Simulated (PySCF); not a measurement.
BClH6NP.
Atom-mapped SMILES: `[NH3+:1][B@@H-:2]([PH2:3])[Cl:4]` (hydrogens: H5, H6, H7 on N1; H8 on B2; H9, H10 on P3)

Torsions of this conformer, `[NH3+:1][B@@H-:2]([PH2:3])[Cl:4]`: H–P3–B2–N1 89°, H–P3–B2–N1 -178°.

The closed-shell ground state was solved at several levels (PySCF, density fitting, gas phase, non-relativistic). The structure is a single GFN2-xTB conformer in the gas phase; no vibrational or solvent corrections.

```tsv
level	basis functions	total energy (Eh)	HOMO (eV)	LUMO (eV)	gap (eV)	dipole (D)
PBE0/pcSseg-1	112	-884.3954	-6.39	-0.12	6.27	5.48
PBE0/def2-SVPD	139	-884.1484	-6.42	-0.55	5.87	5.30
```

Q: Estimate the row for B3LYP/def2-SVPD, a basis of 139 functions; the other rows only guide the guess.

A: Total energy -884.5671 Eh, HOMO -6.21 eV, LUMO -0.87 eV, gap 5.34 eV, dipole 5.31 D.

Q: Over all these levels, which gives the widest orbital gap and which the narrowest?

A: PBE0/pcSseg-1 (global hybrid, 25 % exact exchange) has the widest, 6.27 eV, and B3LYP/def2-SVPD (global hybrid, 20 % exact exchange) the narrowest, 5.34 eV. Functional and basis both differ between the two, so the spread mixes both effects.

Q: How far do the dipole and the HOMO energy spread over the levels?

A: The dipole runs from 5.30 to 5.48 D (mean 5.36 D) and the HOMO from -6.42 to -6.21 eV.
